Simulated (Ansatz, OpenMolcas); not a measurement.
# A ladder of methods for GeNH4Cl (SMILES [NH2][GeH2][Cl])

GeNH4Cl: 7 atoms, total charge 0, spin state singlet. SMILES: `[NH2][GeH2][Cl]`. Geometry: relaxed at PBE0-D4/def2-TZVP. This is one conformer, not always the lowest.

Quantity: the vertical ionisation energy (to the doublet cation), in eV. The values are calculated.

```json
{"level": "revPBE/cc-pVDZ", "kind": "GGA", "program": "OpenMolcas", "value (eV)": "9.71", "CPU time (all runs)": "3.2 min"}
{"level": "TPSS/cc-pVDZ", "kind": "meta-GGA", "program": "OpenMolcas", "value (eV)": "9.75", "CPU time (all runs)": "2.3 min"}
{"level": "r2SCAN/cc-pVDZ", "kind": "meta-GGA", "program": "Ansatz", "value (eV)": "9.91", "CPU time (all runs)": "51 s"}
{"level": "B3LYP/cc-pVDZ", "kind": "global hybrid", "program": "Ansatz", "value (eV)": "9.99", "CPU time (all runs)": "30 s"}
{"level": "PBE0/cc-pVDZ", "kind": "global hybrid", "program": "Ansatz", "value (eV)": "10.03", "CPU time (all runs)": "33 s"}
{"level": "r2SCAN0/cc-pVDZ", "kind": "hybrid meta-GGA", "program": "Ansatz", "value (eV)": "10.05", "CPU time (all runs)": "51 s"}
{"level": "RPA@PBE0/cc-pVDZ", "kind": "RPA", "program": "Ansatz", "value (eV)": "9.89", "CPU time (all runs)": "53 s"}
{"level": "BCCD(T)/cc-pVDZ", "kind": "coupled cluster or CI", "program": "Ansatz", "value (eV)": "9.95", "CPU time (all runs)": "1.7 min"}
```

All-electron rows without a relativistic Hamiltonian named are non-relativistic. The values span 9.71 to 10.05 eV. In the correlated wave-function rows the outer d shell of Ge is correlated, in sets not made for it. Times are those of the runs behind each value, whatever else they computed, on shared processors of several kinds: orders of magnitude only.
